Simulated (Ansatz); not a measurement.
`O[C]1=[CH][GaH]1`, charge 0, multiplicity 1.

Task: Give a relaxed structure at PBE0-D4/def2-TZVP (Ansatz 0.2.0). (An estimate is asked.)

Result: Ansatz gave: 
Cartesian coordinates in Å:
```
O 0.5912 -1.4643 0.9059
C 0.1644 -0.3711 0.2577
C -0.4667 -0.2948 -0.9441
Ga -0.2368 1.4279 -0.2301
H 0.9985 -1.1914 1.7324
H -0.7742 -1.0566 -1.6557
H -0.2765 2.9503 -0.0661
```
Point group Cs.
